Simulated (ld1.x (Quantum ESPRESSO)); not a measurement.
**Pseudopotential generation for platinum: PAW, PBE, scalar-relativistic.**

ld1.x (Quantum ESPRESSO) 7.5 was run on this input:

```
&input
   title='Pt', zed=78., rel=1, dft='PBE', iswitch=3,
   config='[Xe] 4f14 5d8 6s0 6p0',
   nld=3, rlderiv=3.20, eminld=-4.0, emaxld=5.0, deld=0.02
 /
 &inputp
   pseudotype=3, lpaw=.true., tm=.true., lloc=-1, rcloc=1.50,
   nlcc=.true., rcore=1.45,
   which_augfun='PSQ', rmatch_augfun_nc=.true.,
   file_pseudopw='Pt.UPF', file_wfcaegen='ae.wfc', file_wfcncgen='nc.wfc', file_beta='beta', file_chi='chi', file_wfcusgen='us.wfc'
 /
6
6S  1  0   0.00   0.00  1.70  2.35  0.0
6S  1  0   0.00  -0.70  1.70  2.35  0.0
6P  2  1   0.00   0.00  2.45  2.95  0.0
6P  2  1   0.00   0.25  2.45  2.95  0.0
5D  3  2   8.00   0.00  1.75  1.85  0.0
5D  3  2   0.00   2.40  1.75  1.85  0.0
 &test
   configts(1)='5d8 6s0 6p0'
 /
```

Command:

```bash
ld1.x < Pt.in > Pt.out
```

The program printed (shortened: banner, matrices, multipoles, cross overlaps and the repeated all-electron block are left out):

```
Program LD1 v.7.5
     --------------------------- All-electron run ----------------------------

     Pt
     scalar relativistic calculation

     atomic number is 78.00
     dft =PBE   lsd =0 sic =0 latt =0  beta=0.20 tr2=1.0E-14
     Exchange-correlation= PBE
                           (   1   4   3   4   0   0   0)
     mesh =1277 r(mesh) =  98.81913 a.u. xmin = -7.00 dx = 0.01250
     1 Ry =  13.60569312 eV, c = 137.03599908

     n l     nl                  e(Ry)          e(Ha)          e(eV)
     1 0     1S 1( 2.00)     -5766.7283     -2883.3641    -78460.3351
     2 0     2S 1( 2.00)     -1014.3175      -507.1587    -13800.4924
     2 1     2P 1( 6.00)      -879.1244      -439.5622    -11961.0972
     3 0     3S 1( 2.00)      -239.4386      -119.7193     -3257.7285
     3 1     3P 1( 6.00)      -200.0764      -100.0382     -2722.1778
     4 0     4S 1( 2.00)       -52.6659       -26.3329      -716.5554
     4 1     4P 1( 6.00)       -39.7601       -19.8801      -540.9643
     3 2     3D 1(10.00)      -157.4341       -78.7171     -2142.0001
     5 0     5S 1( 2.00)        -9.0232        -4.5116      -122.7664
     5 1     5P 1( 6.00)        -5.6479        -2.8240       -76.8438
     4 2     4D 1(10.00)       -24.0973       -12.0487      -327.8607
     4 3     4F 1(14.00)        -6.6955        -3.3478       -91.0973
     5 2     5D 1( 8.00)        -1.9020        -0.9510       -25.8777
     6 0     6S 1( 0.00)        -1.6268        -0.8134       -22.1336
     6 1     6P 1( 0.00)        -1.0547        -0.5273       -14.3496

     final scf error:  7.2E-15 reached in  29 iterations

     Etot =  -36824.897554 Ry,  -18412.448777 Ha, -501028.255409 eV

     Ekin =   41081.263181 Ry,   20540.631591 Ha,  558939.059948 eV
     Encl =  -91405.945529 Ry,  -45702.972765 Ha,-1243641.244490 eV
     Eh   =   14206.916116 Ry,    7103.458058 Ha,  193294.940896 eV
     Exc  =    -707.131322 Ry,    -353.565661 Ha,   -9621.011762 eV

     normalization and overlap integrals

     s(1S/1S) =  1.000000  <r> =   0.0171  <r2> =    0.0004  r(max) =   0.0106
     s(2S/2S) =  1.000000  <r> =   0.0723  <r2> =    0.0062  r(max) =   0.0612
     s(2P/2P) =  1.000000  <r> =   0.0652  <r2> =    0.0052  r(max) =   0.0507
     s(3S/3S) =  1.000000  <r> =   0.1871  <r2> =    0.0400  r(max) =   0.1726
     s(3P/3P) =  1.000000  <r> =   0.1882  <r2> =    0.0411  r(max) =   0.1726
     s(4S/4S) =  1.000000  <r> =   0.4150  <r2> =    0.1944  r(max) =   0.3890
     s(4P/4P) =  1.000000  <r> =   0.4419  <r2> =    0.2219  r(max) =   0.4089
     s(3D/3D) =  1.000000  <r> =   0.1704  <r2> =    0.0340  r(max) =   0.1396
     s(5S/5S) =  1.000000  <r> =   0.9514  <r2> =    1.0157  r(max) =   0.8657
     s(5P/5P) =  1.000000  <r> =   1.0998  <r2> =    1.3677  r(max) =   0.9810
     s(4D/4D) =  1.000000  <r> =   0.4682  <r2> =    0.2534  r(max) =   0.4193
     s(4F/4F) =  1.000000  <r> =   0.5160  <r2> =    0.3244  r(max) =   0.3842
     s(5D/5D) =  1.000000  <r> =   1.5566  <r2> =    2.8380  r(max) =   1.2439
     s(6S/6S) =  1.000000  <r> =   2.4936  <r2> =    6.9789  r(max) =   2.1832
     s(6P/6P) =  1.000000  <r> =   3.1690  <r2> =   11.2812  r(max) =   2.7685

     ------------------------ End of All-electron run ------------------------

     --------------------- Generating PAW atomic setup --------------------

      Generating local potential from pseudized AE potential:
      Matching radius rcloc =   1.5000

      Local pseudo, rcloc= 1.482 Estimated cut-off energy=    11.05 Ry

      Computing core charge for nlcc:

       r > 1.46 : true rho core
       r < 1.46 : rho core = a sin(br)/r    a=   6.28  b=   1.84

      Integrated core pseudo-charge :   6.44
      Wfc-us  6S rcutus= 2.324  Estimated cut-off energy=     8.45 Ry
      Wfc-us  6S rcutus= 2.324  Estimated cut-off energy=     9.99 Ry
      Wfc-us  6P rcutus= 2.984  Estimated cut-off energy=     8.56 Ry
      Wfc-us  6P rcutus= 2.984  Estimated cut-off energy=    12.02 Ry
      Wfc-us  5D rcutus= 1.856  Estimated cut-off energy=    33.83 Ry
      Wfc-us  5D rcutus= 1.856  Estimated cut-off energy=    61.06 Ry

     Required augmentation: PSQ   radius:    2.950000

     Q pseudized with Bessel functions
     Expected ecutrho=     160.6408 due to l1=  2   l2=  2

     Estimated PAW energy = -744.687885 Ryd

     ------------------- End of pseudopotential generation -------------------

     Computing logarithmic derivative in   3.19651
     Computing logarithmic derivative in   3.19651
     Computing the partial wave expansion
     R is outside the sphere for l=    0 j= 0.00
     R is outside the sphere for l=    0 j= 0.00
     R is outside the sphere for l=    1 j= 0.00
     R is outside the sphere for l=    1 j= 0.00
     R is outside the sphere for l=    2 j= 0.00
     R is outside the sphere for l=    2 j= 0.00

     ---------------------- Testing the pseudopotential ----------------------

     Pt
     scalar relativistic calculation

     atomic number is 78.00   valence charge is 10.00
     dft = SLA  PW   PBX  PBC   lsd =0 sic =0 latt =0  beta=0.20 tr2=1.0E-14
     mesh =1277 r(mesh) =  98.81913 xmin = -7.00 dx = 0.01250

     n l     nl             e AE (Ry)        e PS (Ry)    De AE-PS (Ry)
     3 2     5D   1( 8.00)       -1.90197       -1.90198        0.00001
     1 0     6S   1( 0.00)       -1.62679       -1.62679        0.00000
     2 1     6P   1( 0.00)       -1.05468       -1.05468        0.00000

     eps = 1.1E-16  iter =  4

     Etot =  -36824.897554 Ry,  -18412.448777 Ha, -501028.255409 eV
     Etotps =  -744.687911 Ry,    -372.343956 Ha,  -10131.995192 eV

     Ekin =     128.040569 Ry,      64.020285 Ha,    1742.080693 eV
     Encl =    -202.846906 Ry,    -101.423453 Ha,   -2759.872754 eV
     Ehrt =      37.249731 Ry,      18.624865 Ha,     506.808405 eV
     Ecxc =    -707.131305 Ry,    -353.565653 Ha,   -9621.011535 eV
     (Ecc =      -7.728913 Ry,      -3.864457 Ha,    -105.157222 eV)

     ---------------------- End of pseudopotential test ----------------------
```

Note: ghost states, extra bound levels that the all-electron valence spectrum of the same l lacks: s at -191.2 eV, p at -67.7 eV (d not tested). A true bound ghost makes a file unfit for plane-wave use. Its overlap operator is not positive definite in a basis up to 400 Ry (lowest eigenvalue d -0.27), so the file is unfit for use: the generalised eigenproblem breaks down once the basis is large enough, and its test numbers describe a broken file.

Generation and configuration tests took about 4.4 s on one core of a shared server CPU.

Transferability test of the new file with ld1.x, input:

```
&input
   title='Pt', zed=78., rel=1, dft='PBE', iswitch=2,
   config='[Xe] 4f14 5d8 6s0 6p0'
 /
 &test
   file_pseudo='Pt.UPF', nconf=8,
   configts(1)='5d8 6s0 6p0',
   configts(2)='5d9 6s1 6p0',
   configts(3)='5d9 6s0 6p0',
   configts(4)='5d7 6s0 6p0',
   configts(5)='5d9.5 6s0.5 6p0',
   configts(6)='5d10 6s0 6p0',
   configts(7)='5d8 6s1 6p1',
   configts(8)='5d8 6s2 6p0'
 /
```

```bash
ld1.x < Pt.test.in > Pt.test.out
```

Pseudopotential blocks of its output, shortened (energy terms left out):

```
     ---------------------- Testing the pseudopotential ----------------------

     n l     nl             e AE (Ry)        e PS (Ry)    De AE-PS (Ry)
     3 2     5D   1( 8.00)       -1.90197       -1.90198        0.00001
     1 0     6S   1( 0.00)       -1.62679       -1.62679        0.00000
     2 1     6P   1( 0.00)       -1.05468       -1.05468        0.00000

     eps = 1.1E-16  iter =  4

     Etot =  -36824.897554 Ry,  -18412.448777 Ha, -501028.255408 eV
     Etotps =  -744.687911 Ry,    -372.343956 Ha,  -10131.995192 eV

     ---------------------- End of pseudopotential test ----------------------

          ---------------------- Testing the pseudopotential ----------------------

     n l     nl             e AE (Ry)        e PS (Ry)    De AE-PS (Ry)
     3 2     5D   1( 9.00)       -0.45135       -0.44878       -0.00257
     1 0     6S   1( 1.00)       -0.41593       -0.41640        0.00047
     2 1     6P   1( 0.00)       -0.06177       -0.06236        0.00059

     eps = 7.1E-15  iter = 12

     Etot =  -36827.040744 Ry,  -18413.520372 Ha, -501057.414987 eV
     Etotps =  -746.829329 Ry,    -373.414665 Ha,  -10161.130672 eV
     dEtot_ae =      -2.143189 Ry
     dEtot_ps =      -2.141418 Ry,   Delta E=      -0.001771 Ry

     ---------------------- End of pseudopotential test ----------------------

          ---------------------- Testing the pseudopotential ----------------------

     n l     nl             e AE (Ry)        e PS (Ry)    De AE-PS (Ry)
     3 2     5D   1( 9.00)       -1.05131       -1.04741       -0.00390
     1 0     6S   1( 0.00)       -0.94666       -0.94672        0.00006
     2 1     6P   1( 0.00)       -0.48931       -0.48991        0.00061

     eps = 3.6E-15  iter =  9

     Etot =  -36826.365005 Ry,  -18413.182502 Ha, -501048.221089 eV
     Etotps =  -746.153034 Ry,    -373.076517 Ha,  -10151.929205 eV
     dEtot_ae =      -1.467450 Ry
     dEtot_ps =      -1.465123 Ry,   Delta E=      -0.002328 Ry

     ---------------------- End of pseudopotential test ----------------------

          ---------------------- Testing the pseudopotential ----------------------

     n l     nl             e AE (Ry)        e PS (Ry)    De AE-PS (Ry)
     3 2     5D   1( 7.00)       -2.84915       -2.86108        0.01193  !
     1 0     6S   1( 0.00)       -2.37844       -2.38197        0.00353
     2 1     6P   1( 0.00)       -1.70109       -1.70312        0.00203

     eps = 1.7E-15  iter =  9

     Etot =  -36822.529665 Ry,  -18411.264833 Ha, -500996.038641 eV
     Etotps =  -742.314317 Ry,    -371.157158 Ha,  -10099.700798 eV
     dEtot_ae =       2.367889 Ry
     dEtot_ps =       2.373594 Ry,   Delta E=      -0.005705 Ry

     ---------------------- End of pseudopotential test ----------------------

          ---------------------- Testing the pseudopotential ----------------------

     n l     nl             e AE (Ry)        e PS (Ry)    De AE-PS (Ry)
     3 2     5D   1( 9.50)       -0.38728       -0.38453       -0.00275
     1 0     6S   1( 0.50)       -0.38679       -0.38787        0.00108
     2 1     6P   1( 0.00)       -0.05090       -0.05186        0.00096

     eps = 3.8E-15  iter = 15

     Etot =  -36827.049767 Ry,  -18413.524884 Ha, -501057.537761 eV
     Etotps =  -746.836459 Ry,    -373.418230 Ha,  -10161.227680 eV
     dEtot_ae =      -2.152213 Ry
     dEtot_ps =      -2.148548 Ry,   Delta E=      -0.003665 Ry

     ---------------------- End of pseudopotential test ----------------------

          ---------------------- Testing the pseudopotential ----------------------

     n l     nl             e AE (Ry)        e PS (Ry)    De AE-PS (Ry)
     3 2     5D   1(10.00)       -0.32789       -0.32545       -0.00244
     1 0     6S   1( 0.00)       -0.35939       -0.36124        0.00185
     2 1     6P   1( 0.00)       -0.04081       -0.04221        0.00140

     eps = 1.3E-15  iter = 11

     Etot =  -36827.042042 Ry,  -18413.521021 Ha, -501057.432653 eV
     Etotps =  -746.826542 Ry,    -373.413271 Ha,  -10161.092741 eV
     dEtot_ae =      -2.144488 Ry
     dEtot_ps =      -2.138630 Ry,   Delta E=      -0.005858 Ry

     ---------------------- End of pseudopotential test ----------------------

          ---------------------- Testing the pseudopotential ----------------------

     n l     nl             e AE (Ry)        e PS (Ry)    De AE-PS (Ry)
     3 2     5D   1( 8.00)       -0.73195       -0.73172       -0.00023
     1 0     6S   1( 1.00)       -0.58012       -0.57991       -0.00021
     2 1     6P   1( 1.00)       -0.15448       -0.15444       -0.00004

     eps = 2.4E-15  iter = 23

     Etot =  -36826.558011 Ry,  -18413.279005 Ha, -501050.847068 eV
     Etotps =  -746.348744 Ry,    -373.174372 Ha,  -10154.591970 eV
     dEtot_ae =      -1.660456 Ry
     dEtot_ps =      -1.660833 Ry,   Delta E=       0.000376 Ry

     ---------------------- End of pseudopotential test ----------------------

          ---------------------- Testing the pseudopotential ----------------------

     n l     nl             e AE (Ry)        e PS (Ry)    De AE-PS (Ry)
     3 2     5D   1( 8.00)       -0.59130       -0.59074       -0.00056
     1 0     6S   1( 2.00)       -0.47787       -0.47762       -0.00025
     2 1     6P   1( 0.00)       -0.08528       -0.08526       -0.00002

     eps = 4.9E-16  iter = 36

     Etot =  -36826.966904 Ry,  -18413.483452 Ha, -501056.410345 eV
     Etotps =  -746.757552 Ry,    -373.378776 Ha,  -10160.154090 eV
     dEtot_ae =      -2.069350 Ry
     dEtot_ps =      -2.069641 Ry,   Delta E=       0.000291 Ry

     ---------------------- End of pseudopotential test ----------------------
```
